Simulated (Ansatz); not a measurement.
Consider the ligand exchange at the Si–N bond: `C/C=N\[SiH3]` + `C=C[Si](N)(O)F` → `C=C[Si](N)(F)O[SiH3]` + `CC=N`.

Computed with Ansatz on PBE0-D4/def2-TZVP structures; ΔE is electronic, products minus reactants. CCSD(T)/CBS adds triple-zeta CCSD(T) − MP2 to the extrapolated MP2 energy (def2 sets, frozen cores). Functionals use def2-TZVPP. One conformer a species, not always the lowest.

`C/C=N\[SiH3]`:

Z-matrix (Å, degrees):
```
C
C 1 1.495
H 1 1.095 2 109.6
H 1 1.095 2 109.6 3 116.4
H 1 1.090 2 112.5 3 -121.8
N 2 1.258 1 128.7 3 121.7
H 2 1.101 1 113.8 3 -58.3
Si 6 1.729 2 132.5 1 0.0
H 8 1.484 6 107.0 2 -121.3
H 8 1.495 6 116.9 2 -0.0
H 8 1.484 6 107.1 2 121.2
```

`C=C[Si](N)(O)F`:

Z-matrix (Å, degrees):
```
Si
C 1 1.847
O 1 1.636 2 114.8
N 1 1.700 2 109.3 3 123.0
F 1 1.596 2 106.9 3 -113.1
C 2 1.331 1 123.4 3 -102.1
H 2 1.089 1 118.5 3 77.1
H 3 0.958 1 116.7 2 59.0
H 4 1.008 1 119.7 2 -165.0
H 4 1.007 1 120.6 2 49.6
H 6 1.086 2 121.5 1 -0.5
H 6 1.087 2 122.3 1 179.4
```

`C=C[Si](N)(F)O[SiH3]`:

Cartesian coordinates in Å:
```
C 0.032 -2.168 -0.688
C 0.962 -1.233 -0.871
Si 0.835 0.468 -0.172
N 2.154 0.789 0.841
F 0.903 1.569 -1.328
O -0.621 0.639 0.531
Si -2.191 1.082 0.441
H 0.128 -3.168 -1.100
H -0.869 -1.969 -0.116
H 1.847 -1.492 -1.450
H 2.400 1.731 1.099
H 2.440 0.123 1.539
H -3.042 -0.135 0.518
H -2.469 1.794 -0.832
H -2.509 1.970 1.587
```

`CC=N`:

Cartesian coordinates in Å:
```
C -0.231 -0.538 0.574
C 0.466 0.139 -0.560
N 0.231 1.282 -1.044
H 0.482 -0.776 1.369
H -1.027 0.084 0.986
H -0.659 -1.489 0.242
H 1.279 -0.432 -1.022
H -0.541 1.731 -0.545
```

CCSD(T)/CBS gives -0.77 eV.

Task: Another level gave -0.75 eV. Which?
A. CCSD/def2-TZVPP
B. PBE0/def2-TZVPP
C. PBE/def2-TZVPP
D. MP2/def2-TZVPP

Result: D. MP2/def2-TZVPP -0.75, PBE0 -0.67, PBE -0.61, CCSD/def2-TZVPP -0.81 eV.

Largest T1 diagnostic among the species: 0.013.

From PBE to PBE0 (25 % exact exchange), in def2-TZVPP and without D4, ΔE moves by −0.06 eV. In def2-TZVPP, CCSD(T) changes the Hartree–Fock value by +0.13 eV (the triples alone add +0.03 eV) and MP2 by +0.15 eV.
